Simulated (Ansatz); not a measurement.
Basis-set extrapolation for H4O3Si (`O[SiH](O)O`) (PBE0-D4/def2-TZVP geometry, frozen core, Ansatz). Multiplicity 1, RHF reference.

```tsv
	def2-TZVPP	def2-QZVPP
HF	-516.139219	-516.160289
MP2 correlation	-0.842554	-0.912523
CCSD(T) correlation	-0.886681	not run
```

Energies in hartree. Use E(X) = E(∞) + A·exp(−7.88·√X) for Hartree–Fock and E(X) = E(∞) + B·X^(−2.97) for correlation, with X = 3 and 4, and add CCSD(T) minus MP2 of the smaller set to the MP2 limit.

Question: What is the CCSD(T) energy at the basis-set limit?

Answer: HF limit: -516.160289 + (-0.021070) × 0.13774 = -516.16319. MP2 limit: -0.912523 + (-0.069969) × 0.74074 = -0.96435. Higher-order term: -0.886681 − (-0.842554) = -0.04413. Total: -517.17167 hartree, 3.97 eV below CCSD(T)/def2-TZVPP.
